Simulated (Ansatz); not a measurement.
Input for Ansatz (development build ahead of 0.2.0):

```yaml
crystal:
  periodic: [false, false, false]
  atoms:
    - { symbol: Ti, position_ang: [0.0007, -0.00063, -0.38847] }
    - { symbol: O, position_ang: [5.0e-05, 1.32462, 0.53471] }
    - { symbol: O, position_ang: [-0.0008, -1.32536, 0.53406] }
basis:
  gaussian: { orbitals: cc-pVDZ }
hamiltonian:
  xc: hf
```

The input is written out in the form of the current development build from the run's settings.

Output:

```
Converged                       : yes
Total energy                    : -998.13053 hartree
Spin squared of the determinant : 0.000
```

Caution: no unrestricted run beside it, a lower state can exist; other spin multiplicities were not run.
